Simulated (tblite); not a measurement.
C₆H₁₂P₂S.
Geometry (GFN2-xTB, Å), atoms numbered from 1 in this order:
```
atom  x, y, z in Å
C1    -3.3202    1.6404    0.5139
C2    -2.3219    1.0344    0.7777
C3    -1.1050    0.3029    1.0322
P4    -0.2766    0.0016   -0.6070
C5    -1.4659   -1.1238   -1.4352
S6     0.1697    1.5747   -1.6458
C7     1.1554   -1.1132   -0.2210
C8     2.4302   -0.3253    0.0400
P9     2.2986    0.7330    1.5729
H10   -4.1958    2.1815    0.3125
H11   -1.3187   -0.6562    1.5130
H12   -0.4345    0.8878    1.6707
H13   -1.6189   -2.0401   -0.8683
H14   -1.0835   -1.3563   -2.4287
H15   -2.4088   -0.5864   -1.5378
H16    1.2888   -1.7552   -1.0991
H17    0.9004   -1.7425    0.6360
H18    2.6512    0.3127   -0.8207
H19    3.2641   -1.0184    0.1903
H20    3.6007    1.2148    1.4820
H21    1.7819    1.8504    0.9222
```

Method: GFN2-xTB as coded in tblite; computed harmonic values from a numerical Hessian at the method's own geometry, unscaled. The method is semi-empirical: single wavenumbers can be off by several per cent or more. Modes of hydrogen on phosphorus can be 10 to 20 % off. One conformer, not necessarily the lowest.

Harmonic wavenumbers (cm⁻¹): 40.9, 70.4, 75.2, 101.8, 144.5, 164.5, 167.7, 197.2, 221.3, 235.3, 239.4, 268.2, 293.5, 357.6, 408.4, 573.0, 639.1, 643.1, 673.9, 682.0, 717.6, 726.8, 750.9, 787.2, 807.7, 842.2, 860.2, 880.8, 926.9, 999.7, 1057.4, 1067.0, 1077.3, 1139.0, 1147.4, 1167.0, 1248.9, 1256.9, 1303.8, 1373.8, 1411.3, 1415.5, 1425.3, 1429.0, 2285.1, 2294.7, 2351.6, 2914.7, 2919.5, 2926.1, 2935.1, 2941.5, 2944.1, 2992.7, 2997.5, 3005.2, 3399.2.

A = 1325, B = 689.4, C = 621.4 MHz; mass 178.013 u (most abundant isotopes); point group C1, symmetry number 1.

**Question.** Zero-point energy?

**Answer.** Half the sum of the wavenumbers: 34462 cm⁻¹ = 98.53 kcal/mol.

**Question.** Give the ideal-gas entropy at 298.15 K and 1 bar in the rigid-rotor, harmonic-oscillator model (classical rotation).

**Answer.** Translation 41.46, rotation 30.72, vibration 41.79: S = 114.0 cal/(mol K).

**Question.** And Cp and H(298.15 K) − H(0)?

**Answer.** Cp = 48.65 cal/(mol K), of which vibrations give 40.70 (their classical limit is 57 R = 113.3); H(298.15 K) − H(0) = 8.86 kcal/mol without the zero-point energy, 6.49 from vibrations.

**Question.** How do the functions run with temperature in this model?

**Answer.** 
```csv
T (K),S (cal/(mol K)),Cp (cal/(mol K)),H − H(0) (kcal/mol),G − H(0) (kcal/mol),ln q(vib)
50,62.4,15.5,0.54,-2.57,0.73
100,76.0,24.5,1.56,-6.05,2.48
373.15,125.8,56.8,12.82,-34.12,12.79
500,144.0,68.1,20.77,-51.25,17.19
750,174.8,83.3,39.84,-91.23,25.20
1000,200.2,93.4,62.02,-138.20,32.38
```

q(vib) and H(0) count from the zero-point level.

**Question.** Blend soft modes into free rotors: weight 1/[1 + (100 cm⁻¹/ν̃)⁴] for the oscillator and the rest for a rotor with moment μB/(μ + B), μ = h/(8π²ν), B = 10⁻⁴⁴ kg m². What vibrational entropy results?

**Answer.** 38.62 cal/(mol K) in place of 41.79, which changes −T·S at 298.15 K by +0.95 kcal/mol.

**Question.** What must be added to the electronic energy to get the Gibbs energy at 298.15 K and 1 bar?

**Answer.** ZPE + [H(298.15 K) − H(0)] − T·S = 98.53 + 8.86 − 33.98 = 73.41 kcal/mol.

Hindered rotation and anharmonicity are outside this model. Other conformers, if any are populated, would add a mixing term that is left out. The structure is chiral; the term R ln 2 for an equal mix with its mirror image is left out.
